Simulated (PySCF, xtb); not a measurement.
CH3AlClFO, SMILES C[O][Al]([F])[Cl].

GFN2-xTB (xtb) at its own geometry gives an orbital gap of 4.14 eV and a dipole moment of 2.24 D.

The structure is a stationary point at B3LYP-D3(BJ)/def2-SVP. The structure was generated by enumeration; whether it is a known compound was not checked. Other conformers were not sampled.

Task: What does PBE/def2-TZVP (PySCF) give? (An estimate is asked for; the answer gives what the named calculation found.)

Result: gap 5.28 eV (levels -7.13 and -1.86 eV), dipole 1.85 D.
